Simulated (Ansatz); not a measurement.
The cluster Sn2F4, relaxed as a singlet with RKS PBE0-D4/def2-SVP in Ansatz, starting from the GFN2-xTB geometry. Force threshold 0.02 eV/Å.

In the def2 sets Sn takes a core potential; there is no spin–orbit coupling. Another isomer (singlet) lies 0.13 eV lower at PBE0-D4/def2-TZVP; other spin states weren't run for this one.

Start:

```
atom   x (Å)   y (Å)   z (Å)
 Sn1  -0.847  -0.907   1.638
 Sn2  -0.343   1.081  -1.693
  F3  -0.558   1.265   0.762
  F4  -0.789  -1.059  -0.816
  F5   1.603   1.111  -2.417
  F6   0.934  -1.491   2.526
```

Estimate the energy that the relaxation releases and the steps that it takes.

1.64 eV, in 12 steps; 7.5 s on 4 threads of AMD EPYC 9R45 on a shared host. The force fell under the threshold at step 9, but the optimiser went on. No frequencies were taken in this run, so the end may be a saddle point.

Does the start keep its bonding?

By distances, no bond broke or formed. The bond that changes most is Sn2–F3, from 2.47 to 2.16 Å (atoms count from 1).

Predict the relaxed structure.


```xyz
6

Sn   -0.820   -0.771    1.462
Sn   -0.395    0.951   -1.531
F    -0.581    1.191    0.603
F    -0.830   -0.981   -0.682
F     1.525    0.663   -1.418
F     1.101   -1.053    1.567
```
Bond lengths (bridged metal pairs left out): 6 × F–Sn 1.95 to 2.16 Å.
